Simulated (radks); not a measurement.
Question: These are the eigenvalues of the occupied orbitals of an atom or ion with whole-number occupations (eV). All-electron calculation, scalar-relativistic Kohn-Sham, PBE, spin-polarised, spherical densities, point nucleus. Program: a radial shooting solver on a logarithmic mesh with Libxc functionals.

1s up: -46703.90
1s down: -46703.77
2s up: -7650.360
2s down: -7650.274
2p up: -6826.567
2p down: -6826.447
3s up: -1693.195
3s down: -1691.061
3p up: -1435.688
3p down: -1433.550
3d up: -1087.105
3d down: -1085.441
4s up: -356.0666
4s down: -350.6392
4p up: -271.6801
4p down: -266.2254
4d up: -153.4057
4d down: -147.8496
5s up: -70.2029
5s down: -64.8570
5p up: -49.6561
5p down: -44.9607
4f up: -27.8975

Which element is it, and in what charge state? The configuration may be excited. Open shells, if any, are filled with parallel spins first.

Answer: Z = 62, samarium, charge +3: Sm3+ in [Kr] 4d10 4f7 5s2 5p4. The list shows which subshells hold electrons but not how many an open one holds; the 1s level, -1716.3 hartree, gives Z - s = 58.6 by -(Z - s)^2/2, which with screening and relativity narrows Z to a few neighbours, and the depths of the outer levels then fix element, charge and occupations together.
